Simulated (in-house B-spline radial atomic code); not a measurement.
Ionising Pb⁸⁺ with different functionals

Computed with a B-spline radial code for spherical atoms: four-component Dirac-Coulomb Hamiltonian, Fermi nucleus of rms radius 5.5012 fm, spin-restricted, spherical fractional occupations for the functionals. The ionisation energy is the difference of two self-consistent energies, [Xe] 4f14 5d6 → [Xe] 4f14 5d5, without Breit or QED terms; ε is the level of the shell that loses the electron (mean over j). The electron is taken from both j subshells in proportion to 2j + 1, so the result is a j average, not the step between ground levels.

Hybrids are left out here: with spherical fractional occupations of an open shell their exact exchange keeps a self-interaction that integer-occupation calculations don't have.

| method | rung | ΔSCF (eV) | -ε(5d) (eV) |
| --- | --- | --- | --- |
| LDA VWN5 | LDA | 141.52 | 131.97 |
| relativistic LDA | LDA | 141.51 | 131.96 |
| LDA PW92 | LDA | 141.51 | 131.96 |
| LDA exchange-only | LDA | 139.59 | 130.05 |
| PBE | GGA | 141.22 | 131.68 |
| PBEsol | GGA | 141.25 | 131.71 |
| BLYP | GGA | 141.00 | 131.46 |
| RPBE | GGA | 141.16 | 131.62 |
| PW91 | GGA | 141.32 | 131.77 |
| BP86 | GGA | 141.31 | 131.77 |
| AM05 | GGA | 141.30 | 131.75 |
| OLYP | GGA | 141.70 | 132.14 |

(1) How do they compare with the NIST value?

## Answers

(1) NIST lists 138 eV ± 2.2 (tabulated theory, ground level to ground level). Errors run from +1.59 to +3.70 eV; all lie within about twice that uncertainty, so the table can't rank the methods.
